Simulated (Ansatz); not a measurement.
The first iterations of a band of CH₈AsNSi (12 atoms, charge 0, multiplicity 1).

Theory: RKS PBE-D4/def2-SVP (Ansatz).

```json
{"movable images": "1", "climbing image": "no", "spring": "5.0 eV/Å²", "optimiser": "quadratic models (default)", "start path": "IDPP", "force threshold": "0.03 eV/Å", "iteration limit": "60", "end points": "relaxed"}
```

Initial state:

```xyz
12
Properties=species:S:1:pos:R:3
C -0.830 1.273 -0.559
N -0.380 0.001 0.004
Si 1.043 -0.057 1.032
As -0.955 -1.524 -0.935
H -1.894 1.209 -0.876
H -0.765 2.073 0.210
H -0.242 1.618 -1.444
H 0.971 -1.298 1.878
H 1.037 1.175 1.900
H 2.355 -0.091 0.278
H 0.372 -1.916 -1.657
H -0.636 -2.517 0.203
```

Final state:

```xyz
12
Properties=species:S:1:pos:R:3
C -1.232 1.044 -0.117
N -0.358 -0.125 -0.028
Si 1.044 -0.105 1.028
As -0.433 -1.280 -1.511
H -2.225 0.762 -0.528
H -1.405 1.465 0.897
H -0.832 1.869 -0.754
H 0.665 0.638 2.284
H 2.262 0.572 0.436
H 1.423 -1.524 1.348
H 0.908 -0.907 -2.215
H 0.261 -2.465 -0.806
```

| iteration | highest image above the first end (eV) | largest band force component (eV/Å) |
| --- | --- | --- |
| 1 | 0.242 | 1.143 |
| 2 | 0.079 | 0.256 |

Task: Does the band converge within its limit, and where does its top end?

Result: The forces met the threshold. It ended after 7 iterations with the highest image 0.060 eV above the first end. No image climbed, so the highest image needn't sit at the top of the path. So few images can step over the top or miss a turn of the path.

Run time: 19 s on 2 threads of Arm Neoverse V2, on a shared host, peak memory 0.17 GiB.
